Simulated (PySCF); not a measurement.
## Stretching KO⁺

Set-up: basis K def2-SVP, O def2-SVP; no relativity; PySCF 2.14. Energies in eV from K⁺ + O in their ground configurations at the same level. State: ³Σ⁻ (triplet), unpaired electrons π ↑↑.

```json
{"R (Å)": "2.594", "UHF-MP2": "-0.1103", "BLYP": "-0.1910", "r²SCANh": "-0.1521", "r²SCAN": "-0.1550"}
{"R (Å)": "2.714", "UHF-MP2": "-0.1753", "BLYP": "-0.2490", "r²SCANh": "-0.2069", "r²SCAN": "-0.2110"}
{"R (Å)": "2.835", "UHF-MP2": "-0.2100", "BLYP": "-0.2799", "r²SCANh": "-0.2339", "r²SCAN": "-0.2392"}
{"R (Å)": "2.925", "UHF-MP2": "-0.2232", "BLYP": "-0.2914", "r²SCANh": "-0.2429", "r²SCAN": "-0.2488"}
{"R (Å)": "3.016", "UHF-MP2": "-0.2289", "BLYP": "-0.2962", "r²SCANh": "-0.2452", "r²SCAN": "-0.2516"}
{"R (Å)": "3.107", "UHF-MP2": "-0.2294", "BLYP": "-0.2961", "r²SCANh": "-0.2431", "r²SCAN": "-0.2499"}
{"R (Å)": "3.227", "UHF-MP2": "-0.2245", "BLYP": "-0.2905", "r²SCANh": "-0.2355", "r²SCAN": "-0.2427"}
{"R (Å)": "3.378", "UHF-MP2": "-0.2127", "BLYP": "-0.2778", "r²SCANh": "-0.2216", "r²SCAN": "-0.2290"}
{"R (Å)": "3.559", "UHF-MP2": "-0.1942", "BLYP": "-0.2575", "r²SCANh": "-0.2016", "r²SCAN": "-0.2089"}
{"R (Å)": "3.800", "UHF-MP2": "-0.1664", "BLYP": "-0.2254", "r²SCANh": "-0.1728", "r²SCAN": "-0.1795"}
```

**Question.** Put a parabola through the three lowest points of the UHF-MP2 curve and estimate Re, k and ωe (reduced mass 11.34 u; 1 eV/Å² = 0.16022 mdyn/Å; ωe = 1302.8·√(k/μ) cm⁻¹).

**Answer.** Through R = 3.016, 3.107, 3.227 Å the second-order coefficient is 0.220 eV/Å², so Re ≈ 3.074 Å, k ≈ 0.0704 mdyn/Å and ωe ≈ 103 cm⁻¹. A polynomial fit of higher order to the unrounded UHF-MP2 energies gives Re = 3.070 Å, k = 0.0826 mdyn/Å, ωe = 111 cm⁻¹; anharmonicity and rounding make the difference.

The higher-order fit for each curve: UHF-MP2: Re = 3.070 Å, ωe = 111 cm⁻¹, De = 0.230 eV; BLYP: Re = 3.057 Å, ωe = 111 cm⁻¹, De = 0.297 eV; r²SCANh: Re = 3.013 Å, ωe = 115 cm⁻¹, De = 0.245 eV; r²SCAN: Re = 3.022 Å, ωe = 115 cm⁻¹, De = 0.252 eV.

Correlated steps freeze 6 core orbitals. The bond is weak. Basis-set superposition, not corrected here, can be much of De in a small basis, most of all at correlated wavefunction levels. For an ion De counts to the pair picked by the measured ionisation energies or electron affinities, which need not be the lowest pair at this level. The state is the lowest determinant that a PBE0 search found; another state may lie lower at other levels.
